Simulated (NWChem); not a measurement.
System: CH6O3Si; SMILES OC[SiH](O)O

The following NWChem deck was run.

```
start job
memory heap 200 mb stack 900 mb global 1100 mb
geometry units angstroms noautoz
  O      0.248486    -1.806840     0.706285
  C     -0.794619    -1.134502     0.019398
  Si    -0.061241     0.547455    -0.442992
  O      1.580512     0.322477    -0.435701
  O     -0.598538     1.616132     0.712176
  H     -0.061970    -2.671272     0.992668
  H     -1.692846    -0.995025     0.650596
  H     -1.113168    -1.680833    -0.890813
  H     -0.448085     1.037825    -1.794922
  H      1.787167    -0.465396     0.089618
  H     -0.281539     2.521584     0.645261
end
basis spherical
  * library def2-svp
end
dft
  xc r2scan
  grid fine
  iterations 150
  mulliken
end
task dft gradient
```

Excerpt of the output:

```
             Northwest Computational Chemistry Package (NWChem) 7.3.0
             --------------------------------------------------------

 C1  symmetry detected

                             Geometry "geometry" -> ""
                             -------------------------

 Output coordinates in angstroms (scale by  1.889725989 to convert to a.u.)

  No.       Tag          Charge          X              Y              Z
 ---- ---------------- ---------- -------------- -------------- --------------
    1 O                    8.0000    -0.00184496    -1.87120151     0.48678516
    2 C                    6.0000    -0.75517429    -1.10427020    -0.43854260
    3 Si                  14.0000     0.04852037     0.60861806    -0.41178681
    4 O                    8.0000     1.58870455     0.35728797     0.14560626
    5 O                    8.0000    -0.88837813     1.53993780     0.59818173
    6 H                    1.0000    -0.36979540    -2.75846792     0.54166355
    7 H                    1.0000    -1.82116792    -1.02659296    -0.15166230
    8 H                    1.0000    -0.71931059    -1.53228153    -1.46028385
    9 H                    1.0000     0.14771293     1.26374622    -1.74550106
   10 H                    1.0000     1.61888633    -0.49115176     0.61320575
   11 H                    1.0000    -0.59241635     2.44152215     0.75426372

 Effective nuclear repulsion energy (a.u.)     254.3637614177

                                 NWChem DFT Module
                                 -----------------

 Summary of "ao basis" -> "ao basis" (spherical)
 ------------------------------------------------------------------------------
       Tag                 Description            Shells   Functions and Types
 ---------------- ------------------------------  ------  ---------------------
 O                          def2-svp                 6       14   3s2p1d
 C                          def2-svp                 6       14   3s2p1d
 Si                         def2-svp                 8       18   4s3p1d
 H                          def2-svp                 3        5   2s1p

            General Information
            -------------------
          SCF calculation type: DFT
          Wavefunction type:  closed shell.
          No. of atoms     :    11
          No. of electrons :    50
           Alpha electrons :    25
            Beta electrons :    25
          Charge           :     0
          Spin multiplicity:     1
          Use of symmetry is: off; symmetry adaption is: off
          Maximum number of iterations: 150
          AO basis - number of functions:   104
                     number of shells:    50
          Convergence on energy requested:  1.00D-06
          Convergence on density requested:  1.00D-05
          Convergence on gradient requested:  5.00D-04

              XC Information
              --------------
                      r^2SCAN Method XC Functional
               r^2SCAN metaGGA Exchange Functional  1.000
                     r^2SCAN Correlation Potential  1.000

             Grid Information
             ----------------
          Grid used for XC integration:  fine
          Radial quadrature: Mura-Knowles
          Angular quadrature: Lebedev.
          Tag              B.-S. Rad. Rad. Pts. Rad. Cut. Ang. Pts.
          ---              ---------- --------- --------- ---------
          O                   0.60       70          11.0       590
          C                   0.70       70          11.0       590
          Si                  1.10      123          10.0       770
          H                   0.35       60          13.0       590
          Grid pruning is: on
          Number of quadrature shells:   763
          Spatial weights used:  Erf1

      Superposition of Atomic Density Guess
      -------------------------------------

 Sum of atomic energies:        -553.43249052

      Non-variational initial energy
      ------------------------------

 Total energy =    -555.401438
 1-e energy   =   -1268.649206
 2-e energy   =     458.884006
 HOMO         =      -0.338220
 LUMO         =       0.048800

     ---------------------------------------------
      Total Density - Mulliken Population Analysis
     ---------------------------------------------

    Atom       Charge   Shell Charges
 -----------   ------   -------------------------------------------------------
    1 O    8     8.60   1.99  1.09  0.65  3.00  1.87  0.01
    2 C    6     6.09   1.99  0.94  0.27  1.87  0.97  0.04
    3 Si  14    12.85   2.00  1.99  0.91  0.15  5.93  0.95  0.59  0.32
    4 O    8     8.78   1.99  1.11  0.64  3.09  1.94  0.01
    5 O    8     8.77   1.99  1.10  0.63  3.09  1.94  0.00
    6 H    1     0.67   0.54  0.07  0.06
    7 H    1     0.91   0.68  0.21  0.02
    8 H    1     0.91   0.68  0.20  0.02
    9 H    1     1.11   0.70  0.40  0.01
   10 H    1     0.66   0.52  0.08  0.06
   11 H    1     0.65   0.52  0.07  0.06

   convergence    iter        energy       DeltaE   RMS-Dens  Diis-err
 ---------------- ----- ----------------- --------- --------- ---------
 d= 0,ls=0.0,diis     1   -556.3882410239 -8.11D+02  1.59D-02  1.02D+00
 d= 0,ls=0.0,diis     2   -556.2632802103  1.25D-01  1.00D-02  2.36D+00
 d= 0,ls=0.0,diis     3   -556.4938272406 -2.31D-01  1.10D-03  3.65D-02
 d= 0,ls=0.0,diis     4   -556.4971387783 -3.31D-03  3.61D-04  2.00D-03
 d= 0,ls=0.0,diis     5   -556.4972457525 -1.07D-04  1.62D-04  8.84D-04
  Resetting Diis
 d= 0,ls=0.0,diis     6   -556.4973297831 -8.40D-05  2.67D-05  9.23D-06
 d= 0,ls=0.0,diis     7   -556.4973304530 -6.70D-07  2.69D-05  3.00D-06
 d= 0,ls=0.0,diis     8   -556.4973298310  6.22D-07  1.73D-05  9.26D-06
 d= 0,ls=0.0,diis     9   -556.4973307572 -9.26D-07  1.69D-06  6.11D-08

         Total DFT energy =     -556.497330757158
      One electron energy =    -1273.555860329420
           Coulomb energy =      517.007416992428
    Exchange-Corr. energy =      -54.312648837863
 Nuclear repulsion energy =      254.363761417696

 Numeric. integr. density =       50.000000089178

                       DFT Final Molecular Orbital Analysis
                       ------------------------------------

 Vector   23  Occ=2.000000D+00  E=-2.678140D-01
              MO Center=  8.3D-01,  6.4D-01,  9.9D-02, r^2= 2.5D+00
   Bfn.  Coefficient  Atom+Function         Bfn.  Coefficient  Atom+Function
  ----- ------------  ---------------      ----- ------------  ---------------
    52      0.433449   4 O  pz               55      0.319241   4 O  pz
    64     -0.308155   5 O  px               67     -0.224594   5 O  px
    50     -0.216042   4 O  px               51      0.196576   4 O  py
    53     -0.155970   4 O  px               54      0.156709   4 O  py
    91      0.132928   9 H  s                90      0.121963   9 H  s

 Vector   24  Occ=2.000000D+00  E=-2.635011D-01
              MO Center= -2.1D-01, -1.2D-01, -2.6D-01, r^2= 3.4D+00
   Bfn.  Coefficient  Atom+Function         Bfn.  Coefficient  Atom+Function
  ----- ------------  ---------------      ----- ------------  ---------------
    19      0.278954   2 C  py               18      0.212246   2 C  px
    90     -0.201238   9 H  s                66     -0.199281   5 O  pz
    22      0.188849   2 C  py               91     -0.182112   9 H  s
    37     -0.172352   3 Si py               17      0.163796   2 C  s
    69     -0.154281   5 O  pz                3     -0.143362   1 O  s

 Vector   25  Occ=2.000000D+00  E=-2.470804D-01
              MO Center= -2.6D-01, -1.7D+00,  1.9D-01, r^2= 1.6D+00
   Bfn.  Coefficient  Atom+Function         Bfn.  Coefficient  Atom+Function
  ----- ------------  ---------------      ----- ------------  ---------------
     6      0.433921   1 O  pz                9      0.336937   1 O  pz
     4     -0.334146   1 O  px                7     -0.259463   1 O  px
    85      0.219652   8 H  s                80     -0.193947   7 H  s
     5      0.179177   1 O  py                8      0.138928   1 O  py
    20     -0.137335   2 C  pz               86      0.137819   8 H  s

 Vector   26  Occ=0.000000D+00  E= 2.597694D-02
              MO Center= -1.4D-01, -9.5D-01,  2.7D-02, r^2= 5.3D+00
   Bfn.  Coefficient  Atom+Function         Bfn.  Coefficient  Atom+Function
  ----- ------------  ---------------      ----- ------------  ---------------
     3      0.727713   1 O  s                76     -0.606214   6 H  s
    39     -0.460484   3 Si px               49      0.417291   4 O  s
    23     -0.330145   2 C  pz               21     -0.288877   2 C  px
    86     -0.285183   8 H  s                41     -0.267137   3 Si pz
    96     -0.267249  10 H  s                81     -0.227490   7 H  s

 Vector   27  Occ=0.000000D+00  E= 5.309094D-02
              MO Center= -2.3D-01,  1.4D+00,  4.0D-02, r^2= 4.5D+00
   Bfn.  Coefficient  Atom+Function         Bfn.  Coefficient  Atom+Function
  ----- ------------  ---------------      ----- ------------  ---------------
    63      0.758491   5 O  s                40     -0.664233   3 Si py
   101     -0.623429  11 H  s                17     -0.370882   2 C  s
    39      0.313249   3 Si px               81      0.273425   7 H  s
    41     -0.249478   3 Si pz               62      0.207445   5 O  s
    76      0.193254   6 H  s                91      0.183465   9 H  s

 Vector   28  Occ=0.000000D+00  E= 7.285884D-02
              MO Center= -7.0D-01, -4.3D-01, -6.7D-01, r^2= 5.8D+00
   Bfn.  Coefficient  Atom+Function         Bfn.  Coefficient  Atom+Function
  ----- ------------  ---------------      ----- ------------  ---------------
    17      1.989501   2 C  s                86     -0.914191   8 H  s
    40      0.724488   3 Si py               32     -0.689954   3 Si s
    39      0.642358   3 Si px               81     -0.638582   7 H  s
    76     -0.422154   6 H  s                63      0.291251   5 O  s
   101     -0.287449  11 H  s                49     -0.257420   4 O  s

     ---------------------------------------------
      Total Density - Mulliken Population Analysis
     ---------------------------------------------

    Atom       Charge   Shell Charges
 -----------   ------   -------------------------------------------------------
    1 O    8     8.37   1.99  1.08  0.68  2.87  1.74  0.01
    2 C    6     6.10   1.99  0.92  0.22  2.05  0.88  0.05
    3 Si  14    13.22   2.00  1.98  0.95  0.05  5.93  1.20  0.66  0.45
    4 O    8     8.43   1.99  1.08  0.65  2.88  1.83  0.01
    5 O    8     8.42   1.99  1.08  0.65  2.88  1.82  0.01
    6 H    1     0.81   0.69  0.06  0.07
    7 H    1     0.95   0.74  0.18  0.03
    8 H    1     0.95   0.75  0.18  0.02
    9 H    1     1.15   0.75  0.39  0.01
   10 H    1     0.79   0.65  0.07  0.07
   11 H    1     0.80   0.67  0.06  0.07

     -------------------------------------------
      Total Density - Lowdin Population Analysis
     -------------------------------------------

    Atom       Charge   Shell Charges
 -----------   ------   -------------------------------------------------------
    1 O    8     8.16   1.97  0.88  0.59  2.72  1.97  0.02
    2 C    6     6.11   1.96  0.61  0.33  1.86  1.24  0.11
    3 Si  14    13.43   2.00  1.93  0.60  0.28  5.82  1.24  0.87  0.69
    4 O    8     8.23   1.97  0.88  0.60  2.71  2.05  0.01
    5 O    8     8.23   1.97  0.88  0.60  2.71  2.05  0.01
    6 H    1     0.92   0.57  0.17  0.18
    7 H    1     0.98   0.64  0.27  0.07
    8 H    1     0.99   0.65  0.27  0.07
    9 H    1     1.13   0.66  0.44  0.02
   10 H    1     0.92   0.54  0.19  0.19
   11 H    1     0.91   0.55  0.17  0.19

     Multipole analysis of the density
     ---------------------------------

     L   x y z        total         alpha         beta         nuclear
     -   - - -        -----         -----         ----         -------
     0   0 0 0     -0.000000    -25.000000    -25.000000     50.000000

     1   1 0 0     -0.476664     -0.238332     -0.238332      0.000000
     1   0 1 0     -0.497817     -0.248909     -0.248909     -0.000000
     1   0 0 1     -0.081444     -0.040722     -0.040722      0.000000

     2   2 0 0    -29.962685    -80.911540    -80.911540    131.860395
     2   1 1 0      0.871217     -1.310953     -1.310953      3.493124
     2   1 0 1      1.228925     -0.660043     -0.660043      2.549011
     2   0 2 0    -19.482379   -151.362824   -151.362824    283.243269
     2   0 1 1      0.623841      0.081530      0.081530      0.460781
     2   0 0 2    -27.981918    -40.588733    -40.588733     53.195547

            General Information
            -------------------
          SCF calculation type: DFT
          Wavefunction type:  closed shell.
          No. of atoms     :    11
          No. of electrons :    50
           Alpha electrons :    25
            Beta electrons :    25
          Charge           :     0
          Spin multiplicity:     1
          Use of symmetry is: off; symmetry adaption is: off
          Maximum number of iterations: 150
          AO basis - number of functions:   104
                     number of shells:    50
          Convergence on energy requested:  1.00D-06
          Convergence on density requested:  1.00D-05
          Convergence on gradient requested:  5.00D-04

              XC Information
              --------------
                      r^2SCAN Method XC Functional
               r^2SCAN metaGGA Exchange Functional  1.000
                     r^2SCAN Correlation Potential  1.000

             Grid Information
             ----------------
          Grid used for XC integration:  fine
          Radial quadrature: Mura-Knowles
          Angular quadrature: Lebedev.
          Tag              B.-S. Rad. Rad. Pts. Rad. Cut. Ang. Pts.
          ---              ---------- --------- --------- ---------
          O                   0.60       70          11.0       590
          C                   0.70       70          11.0       590
          Si                  1.10      123          10.0       770
          H                   0.35       60          13.0       590
          Grid pruning is: on
          Number of quadrature shells:   763
          Spatial weights used:  Erf1

          Convergence Information
          -----------------------
          Convergence aids based upon iterative change in
          total energy or number of iterations.
          Levelshifting, if invoked, occurs when the
          HOMO/LUMO gap drops below (HL_TOL):  1.00D-02
          DIIS, if invoked, will attempt to extrapolate
          using up to (NFOCK): 10 stored Fock matrices.

                    Damping( 0%)  Levelshifting(0.5)       DIIS
                  --------------- ------------------- ---------------
          dE  on:    start            ASAP                start
          dE off:    2 iters        150 iters           150 iters

[...]

                         DFT ENERGY GRADIENTS

    atom               coordinates                        gradient
                 x          y          z           x          y          z
   1 O      -0.003486  -3.536058   0.919891   -0.005052   0.000455  -0.004496
   2 C      -1.427072  -2.086768  -0.828725    0.002312  -0.003880   0.003504
   3 Si      0.091690   1.150121  -0.778164    0.000252  -0.000181   0.001029
   4 O       3.002216   0.675176   0.275156   -0.001013  -0.001806   0.001018
   5 O      -1.678791   2.910060   1.130400    0.001677   0.002244  -0.000287
   6 H      -0.698812  -5.212749   1.023596    0.001554   0.002678   0.000121
   7 H      -3.441508  -1.939979  -0.286600    0.001295   0.000092  -0.000177
   8 H      -1.359300  -2.895592  -2.759536    0.000262   0.000641   0.001163
   9 H       0.279137   2.388134  -3.298519   -0.000070   0.000195  -0.000109
  10 H       3.059252  -0.928142   1.158791   -0.000415   0.002117  -0.001330
  11 H      -1.119505   4.613808   1.425352   -0.000801  -0.002556  -0.000436
```

Level: r2SCAN/def2-SVP. Geometry: optimised at PBE0/def2-SVP.
